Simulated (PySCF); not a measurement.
# SrS⁺: script and output

File input.py (PySCF 2.14):

```python
from pyscf import gto, dft

mol = gto.M(
    atom='Sr 0 0 0; S 0 0 2.469',
    basis='lanl2dz',
    ecp={'Sr': 'lanl2dz', 'S': 'lanl2dz'},
    charge=1,
    spin=1,
    verbose=3,
)
mf = dft.ROKS(mol, xc='wb97')
mf.kernel()
mf.dip_moment()
print('orbital energies (hartree):', mf.mo_energy[..., max(0, mol.nelec[1]-3):mol.nelec[0]+3].round(4))
```

```bash
$ python input.py
```

Output:

```
converged SCF energy = -40.2417792199889

WARN: System has nonzero charge 1; the dipole moment is origin-dependent.
Location of origin: [0. 0. 0.]

Dipole moment(X, Y, Z, Debye):  0.00000,  0.00000, -9.40147
orbital energies (hartree): [-0.8867 -0.4617 -0.4617 -0.3504 -0.1991 -0.11   -0.11  ]
```

In short: E(SCF) = -40.241779 Eh.

Wall time 1.3 s on one thread of a shared host.

The bond length is a typed value, not an optimised one. The dipole of an ion depends on the origin. No search for the lowest solution was made.
